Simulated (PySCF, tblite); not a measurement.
Isomers of C5H5O3S (doublet state), one GFN2-xTB conformer each. Single-point energies are computed at B3LYP/pcH-1 (PySCF, gas phase, no added dispersion term), electronic only. GFN2-xTB treats the open shell by occupation alone, and not every SCF solution was tested for stability.

| SMILES | GFN2-xTB relative energy (kJ/mol) |
| --- | --- |
| C=C([SH]=O)C(=O)C[C]=O | 149.0 |
| C=C([S]=O)C(=O)CC=O | 0.0 |
| C=C([SH]=O)C(=O)[CH]C=O | 138.9 |

Conformers: `[CH2:1]=[C:2]([SH:3]=[O:4])[C:5](=[O:6])[CH2:7][C:8]=[O:9]` (doublet state) with C1–C2–S3–O4 -152°, C1–C2–C5–O6 -4°, C2–C5–C7–C8 77°, C5–C7–C8–O9 -31°; `[CH2:1]=[C:2]([S:3]=[O:4])[C:5](=[O:6])[CH2:7][CH:8]=[O:9]` (doublet state) with C1–C2–S3–O4 165°, C1–C2–C5–O6 -30°, C2–C5–C7–C8 -49°, C5–C7–C8–O9 39°; `[CH2:1]=[C:2]([SH:3]=[O:4])[C:5](=[O:6])[CH:7][CH:8]=[O:9]` (doublet state) with C1–C2–S3–O4 7°, C1–C2–C5–O6 168°, C2–C5–C7–C8 -172°, C5–C7–C8–O9 179°.

**Question.** What does B3LYP/pcH-1 give for the same structures?

**Answer.** 
| SMILES | B3LYP/pcH-1 E (Eh) | B3LYP/pcH-1 (kJ/mol) | GFN2-xTB (kJ/mol) | point group |
| --- | --- | --- | --- | --- |
| C=C([S]=O)C(=O)CC=O | -817.33118 | 0.0 | 0.0 | C1 |
| C=C([SH]=O)C(=O)[CH]C=O | -817.26396 | 176.5 | 138.9 | C1 |
| C=C([SH]=O)C(=O)C[C]=O | -817.26299 | 179.0 | 149.0 | C1 |

Both levels put the same isomer lowest; measured from each level's own lowest isomer, the values differ by up to 37.6 kJ/mol (C=C([SH]=O)C(=O)[CH]C=O: 138.9 against 176.5). As drawn, the highest has an S–H bond, which the lowest lacks. Neighbours under 21 kJ/mol apart (C=C([SH]=O)C(=O)[CH]C=O and C=C([SH]=O)C(=O)C[C]=O) can change places with a better method, another conformer or zero-point energy.

**Question.** What happens when harmonic zero-point energies from GFN2-xTB frequencies are added?

**Answer.** 
```json
{"SMILES": "C=C([S]=O)C(=O)CC=O", "ZPE (kJ/mol)": "235.3", "electronic (kJ/mol)": "0.0", "with ZPE (kJ/mol)": "0.0"}
{"SMILES": "C=C([SH]=O)C(=O)[CH]C=O", "ZPE (kJ/mol)": "223.3", "electronic (kJ/mol)": "176.5", "with ZPE (kJ/mol)": "164.5"}
{"SMILES": "C=C([SH]=O)C(=O)C[C]=O", "ZPE (kJ/mol)": "224.2", "electronic (kJ/mol)": "179.0", "with ZPE (kJ/mol)": "167.9"}
```

The zero-point energies span 12.0 kJ/mol. The order is unchanged.
